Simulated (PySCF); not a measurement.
Precursor series Zr Cl-H. All species are isolated molecules in the gas phase.

The charge on the central atom (Mulliken) from two functionals at the same geometries (r2SCAN-D4/def2-SVP), both in PySCF: PBE-D3(BJ)/def2-TZVP and B3LYP-D3(BJ)/def2-TZVP. B3LYP has the VWN-RPA correlation part, as in Gaussian. 

```csv
species,PBE-D3(BJ)/def2-TZVP (e),B3LYP-D3(BJ)/def2-TZVP (e)
0 of 4 Cl replaced by H ([Zr(Cl)4]),1.20,1.32
1 of 4 Cl replaced by H,1.02,1.14
3 of 4 Cl replaced by H ([Zr(Cl)(H)3]),0.76,0.88
4 of 4 Cl replaced by H,0.67,0.79
```

Over these rows, drawn at random from the members with no instability flagged (it was tested for open shells, ions and some series alone), PBE minus B3LYP-D3(BJ): mean -0.12 e, from -0.12 e to -0.12 e.
